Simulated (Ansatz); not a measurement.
Ansatz (a program for electronic structure) input (CCSD(T)/cc-pVTZ):

Ansatz 0.2 input:
```yaml
crystal:
  periodic: [false, false, false]
  atoms:
    - {symbol: C, position_ang: [1.71048917, -0.96162298, -0.02968460]}
    - {symbol: O, position_ang: [0.92219677, 0.15135812, 0.36996518]}
    - {symbol: B, position_ang: [-0.39420979, 0.28175917, 0.04148082]}
    - {symbol: C, position_ang: [-1.13475949, -0.81634014, -0.81910353]}
    - {symbol: C, position_ang: [-1.12120511, 1.57345252, 0.56362059]}
    - {symbol: H, position_ang: [1.31278282, -1.89431804, 0.37683716]}
    - {symbol: H, position_ang: [1.75648102, -1.04420495, -1.11795217]}
    - {symbol: H, position_ang: [2.71668526, -0.80768723, 0.35665503]}
    - {symbol: H, position_ang: [-2.18145714, -0.57355615, -1.00376228]}
    - {symbol: H, position_ang: [-1.10182998, -1.79487409, -0.32751805]}
    - {symbol: H, position_ang: [-0.64862324, -0.95537540, -1.79090792]}
    - {symbol: H, position_ang: [-1.98408291, 1.30266631, 1.18186025]}
    - {symbol: H, position_ang: [-1.53209583, 2.14552582, -0.27549204]}
    - {symbol: H, position_ang: [-0.47153267, 2.22922662, 1.14415953]}
basis:
  gaussian:
    orbitals: cc-pVTZ
magnetization: {spin_polarized: false}
correlation: {method: ccsd_t, electrons: outside_noble_gas}
```

End of the output:

```
5 core orbitals not correlated
reference -5946.49855238 eV, -218.5297911184 hartree; 15, 15 occupied and 256, 256 virtual orbitals, 1557 factors
second order -23.72088598 eV of doubles, -0.00000000 eV of singles
coupled cluster: 18.87 GiB planned
cycle   1  -24.37974366 eV  change   -6.6e-1 eV  update   9.9e-2
cycle   2  -24.93297288 eV  change   -5.5e-1 eV  update   2.8e-2
cycle   3  -25.05258318 eV  change   -1.2e-1 eV  update   1.5e-2
cycle   4  -25.04395539 eV  change    8.6e-3 eV  update   4.1e-3
cycle   5  -25.04339960 eV  change    5.6e-4 eV  update   2.1e-3
cycle   6  -25.04382122 eV  change   -4.2e-4 eV  update   6.3e-4
cycle   7  -25.04352753 eV  change    2.9e-4 eV  update   2.1e-4
cycle   8  -25.04353497 eV  change   -7.4e-6 eV  update   6.0e-5
cycle   9  -25.04355847 eV  change   -2.3e-5 eV  update   1.8e-5
perturbative correction -0.94536837 eV, -0.0347416467 hartree
Total energy: -5972.48747921 eV, -219.4848665637 hartree
```
